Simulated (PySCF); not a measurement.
# Fractional electron number in Mg²⁺ (magnesium, charge +2)

The 2p beta orbital of [Ne] is emptied in steps (occupation f), with all orbitals relaxed, ending at [He] 2s2 2p5. Calculation: PySCF 2.14, in aug-cc-pVDZ (5s4p2d, 27 functions); the non-relativistic Hamiltonian (point nucleus). The exact energy is a straight line in f; departures are measured from the line between the end points of the same method.

```
   f  UHF (eV)  LDA (eV)  PBE (eV)  PBE0 (eV)  r2SCAN (eV)  LC-wPBE (eV)  BHandHLYP (eV)  wB97X (eV)  CAM-B3LYP (eV)  BLYP (eV)
   1     0.000     0.000     0.000      0.000        0.000         0.000           0.000       0.000           0.000      0.000
0.75     0.159    -3.012    -2.924     -2.164       -2.682        -1.852          -1.399      -1.760          -1.934     -2.919
 0.5     0.198    -4.020    -3.889     -2.879       -3.529        -2.457          -1.871      -2.331          -2.579     -3.886
0.25     0.139    -3.013    -2.900     -2.148       -2.609        -1.823          -1.405      -1.724          -1.929     -2.903
   0     0.000     0.000     0.000      0.000        0.000         0.000           0.000       0.000           0.000      0.000
```

Problem. For UHF, how does the orbital energy at f = 1 compare with the removal energy?

Solution. −ε = 81.946 eV against a total-energy difference of 81.031 eV. By Janak's theorem ε = ∂E/∂f, so the gap between them reflects the curvature. Along the path −ε is 81.408 (f = 0.75), 80.976 (f = 0.5), 80.625 (f = 0.25) eV.

```json
{"method": "UHF", "E(f=0) − E(f=1) (eV)": "81.031", "−ε at f=1 (eV)": "81.946", "−ε at f=0.5 (eV)": "80.976"}
{"method": "LDA", "E(f=0) − E(f=1) (eV)": "82.842", "−ε at f=1 (eV)": "66.829", "−ε at f=0.5 (eV)": "82.838"}
{"method": "PBE", "E(f=0) − E(f=1) (eV)": "82.455", "−ε at f=1 (eV)": "66.859", "−ε at f=0.5 (eV)": "82.519"}
{"method": "PBE0", "E(f=0) − E(f=1) (eV)": "82.473", "−ε at f=1 (eV)": "70.940", "−ε at f=0.5 (eV)": "82.514"}
{"method": "r2SCAN", "E(f=0) − E(f=1) (eV)": "82.660", "−ε at f=1 (eV)": "68.218", "−ε at f=0.5 (eV)": "82.868"}
{"method": "LC-wPBE", "E(f=0) − E(f=1) (eV)": "82.606", "−ε at f=1 (eV)": "72.721", "−ε at f=0.5 (eV)": "82.679"}
{"method": "BHandHLYP", "E(f=0) − E(f=1) (eV)": "82.504", "−ε at f=1 (eV)": "75.076", "−ε at f=0.5 (eV)": "82.489"}
{"method": "wB97X", "E(f=0) − E(f=1) (eV)": "82.436", "−ε at f=1 (eV)": "73.038", "−ε at f=0.5 (eV)": "82.527"}
{"method": "CAM-B3LYP", "E(f=0) − E(f=1) (eV)": "82.684", "−ε at f=1 (eV)": "72.391", "−ε at f=0.5 (eV)": "82.698"}
{"method": "BLYP", "E(f=0) − E(f=1) (eV)": "82.504", "−ε at f=1 (eV)": "66.948", "−ε at f=0.5 (eV)": "82.546"}
```

Reference removal energy between the ground levels: 80.144 eV (measured; NIST Atomic Spectra Database, ionization energies). The calculation has no spin-orbit coupling. UHF lacks correlation.
